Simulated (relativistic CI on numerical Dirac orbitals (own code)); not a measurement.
## Ce²⁺: 5p photoemission

Computed with this model: Dirac-Coulomb-Breit CI, orbitals from a KLI potential per configuration, a model potential for QED, valence Slater integrals scaled by 0.7, multiplet model of photoemission in the sudden approximation; configurations [Xe] 4f2 → [Kr] 4d10 4f2 5s2 5p5; 80 K; Lorentzian 0.42 eV and Gaussian 0.5 eV FWHM. Energies are those of the free ion, without screening or charge transfer. The energies are binding energies and can lie tens of eV above those of solids. S is read from ⟨S²⟩ = S(S + 1).

free ion: ground-state S = 0.98, centroid 37.64 eV. Peaks (eV, height): 36.7 (100), 39.5 (48), 40.3 (36).

Strongest unbroadened transitions for free ion:

```
Energy (eV)  Relative strength
      35.68               47.8
      35.87               27.4
      36.09                4.4
      36.53              100.0
      36.75                6.4
      36.85               73.6
      36.95                2.9
      37.05                6.8
      37.24                3.2
      37.29                2.7
      37.38               30.3
      37.88                9.8
      38.44               11.8
      39.44               73.4
      39.91                4.6
      40.27               37.5
      40.58               21.9
      40.88                4.5
```
